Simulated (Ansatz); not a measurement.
## Which is lower?

The two ends of one reaction step of AlH5SeO2, closed shell (PBE0-D4/def2-TZVP).

A:

```xyz
9
angstrom
Al -0.1565 0.5049 0.1847
H 1.1943 -1.1589 -1.2856
O -0.1371 1.3821 -1.2596
O -1.3336 -0.6149 0.6573
H 0.8758 -1.6548 -0.8211
Se 1.4897 1.0384 1.7036
H -0.7715 1.3124 -1.9691
H -2.0914 -0.8740 0.1376
H 0.9304 0.0652 2.6521
```

B:

Al1  (-0.431, -0.246, -0.619)
H2  (0.178, -1.658, -1.001)
O3  (0.021, 1.101, -1.573)
O4  (-1.904, -0.133, 0.248)
H5  (2.456, 0.268, 0.611)
Se6  (1.237, 0.491, 1.397)
H7  (-0.534, 1.878, -1.622)
H8  (-2.421, -0.904, 0.471)
H9  (1.398, -0.796, 2.089)
(Å)

Ansatz 0.2.0; basis: def2-TZVPP; cores frozen in the correlated methods. Filled d shells of the heavier atoms are correlated. The def2 sets are not built for correlating such inner shells, so the correlated values are less sure here. B3LYP uses VWN-RPA correlation.

Problem. Which structure is lower at CCSD(T), and by how much? (Judge from chemistry; the value comes from the calculation.)

Solution. The calculation gives: A, by 14.10 kcal/mol (electronic energy, against the other). By their contacts, A is a complex of AlH₃SeO₂ ([OH][Al]([OH])[SeH]) + H₂ and B is AlH₅SeO₂ ([OH][AlH]([OH])[SeH2]).

All methods give the same order:

| method | E(B) − E(A) (kcal/mol) |
| --- | --- |
| SPW92 | 11.53 |
| PBE-D4 | 13.74 |
| BLYP-D4 | 13.90 |
| r2SCAN-D4 | 14.97 |
| B97M-V | 11.07 |
| PBE0-D4 | 13.89 |
| B3LYP-D4 | 13.95 |
| r2SCAN0-D4 | 14.94 |
| BHLYP-D4 | 13.93 |
| CAM-B3LYP-D4 | 13.21 |
| wB97X-V | 13.47 |
| wB97M-V | 14.26 |
| B2PLYP | 14.75 |
| PBE-QIDH | 14.72 |
| RPA on PBE | 12.60 |
| HF | 14.43 |
| MP2 | 16.08 |
| CCSD | 13.77 |
| CCSD(T) | 14.10 |

The T1 diagnostic stays at or below 0.011.

Labels in which every atom is bracketed show which atoms are joined, not bond orders.

For scale, one of the runs: CCSD(T)/def2-TZVPP, 222 basis functions, launched by `ansatz run in.yaml --threads 4 --pin off --events-out ev --progress --plain --max-ram 9574MiB`. Hardware: 4 CPU threads of an Arm Neoverse V2, shared host. Wall time 91 s; peak host memory 3.5 GiB.
